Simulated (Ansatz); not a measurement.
Input for Ansatz (a program for electronic structure): R-CCSD(T)/def2-SVPD on GaH4IO (a complex), monomers drawn apart or pushed together. Elements past Kr take the def2 small-core potentials; no spin–orbit coupling. The run froze 24 orbitals, filled d shells among them.

Ansatz 0.2 input:
```yaml
crystal:
  periodic: [false, false, false]
  atoms:
    - {symbol: Ga, position_ang: [-0.02731395, -1.20651865, 1.50893176]}
    - {symbol: I, position_ang: [-0.16180392, 1.06806160, 0.28493848]}
    - {symbol: H, position_ang: [1.39649928, -1.83709612, 1.48392398]}
    - {symbol: H, position_ang: [-1.41062723, -1.91961830, 1.66194848]}
    - {symbol: O, position_ang: [-0.00559085, -0.18166997, 3.23613378]}
    - {symbol: H, position_ang: [0.15889024, 0.74710355, 3.00416269]}
    - {symbol: H, position_ang: [-0.87699985, -0.20763780, 3.65364493]}
basis:
  gaussian:
    orbitals: def2-SVPD
magnetization: {spin_polarized: false}
correlation: {method: ccsd_t, electrons: outside_noble_gas}
scf: {lower_state_search: off}
```

Program output:

```
WARN ansatz: RAYON_NUM_THREADS=1 ignored (pool sized by the plan → 1); use --threads N
Functional definition: HF
these checks for a lower state are left out or cut short: stability, starts, cluster_reference, orbital_swaps, neighbouring_geometries, increment
integrals: 0.28 GiB planned
1343 factors; integrals over basis functions are off by at most 1.1e-3 eV
mean field: 0.54 GiB planned
mean field evaluation 1: about -62498.6647 eV, gradient 2.8e1 eV
mean field evaluation 2: about -62498.7438 eV, gradient 2.8e1 eV
mean field evaluation 4: about -62500.5115 eV, gradient 2.6e0 eV
mean field evaluation 8: about -62500.5376 eV, gradient 1.6e-1 eV
mean field -62500.53775780 eV, -2296.8523982131 hartree, gradient 1.4e-6 eV, S^2 0.000000; 0 other end points of the search recorded, 0 dependent functions left out
24 core orbitals not correlated, not the lowest: weight in the atoms' cores, before any rotation towards them, 0.984 or more for the frozen orbitals, at most 0.013 for the correlated occupied ones
reference -62500.53775780 eV, -2296.8523982131 hartree; 10, 10 occupied and 94, 94 virtual orbitals, 1343 factors
second order -10.68001632 eV of doubles, -0.00000000 eV of singles
coupled cluster: 0.64 GiB planned
cycle   1  -11.21833723 eV  change   -5.4e-1 eV  update   7.7e-2
cycle   2  -11.51126344 eV  change   -2.9e-1 eV  update   2.3e-2
cycle   3  -11.56428444 eV  change   -5.3e-2 eV  update   1.0e-2
cycle   4  -11.56086069 eV  change    3.4e-3 eV  update   2.3e-3
cycle   5  -11.56034176 eV  change    5.2e-4 eV  update   8.4e-4
cycle   6  -11.56038689 eV  change   -4.5e-5 eV  update   2.8e-4
cycle   7  -11.56030811 eV  change    7.9e-5 eV  update   9.4e-5
cycle   8  -11.56030119 eV  change    6.9e-6 eV  update   3.2e-5
cycle   9  -11.56030651 eV  change   -5.3e-6 eV  update   1.1e-5
perturbative correction -0.28770835 eV, -0.0105730870 hartree
Total energy: -62512.38577266 eV, -2297.2878047284 hartree
Checks for a lower state left out: stability, starts, cluster_reference, orbital_swaps, neighbouring_geometries, increment
```

The calculation finished and met its thresholds.

Cost: around 10 core-seconds (rough).
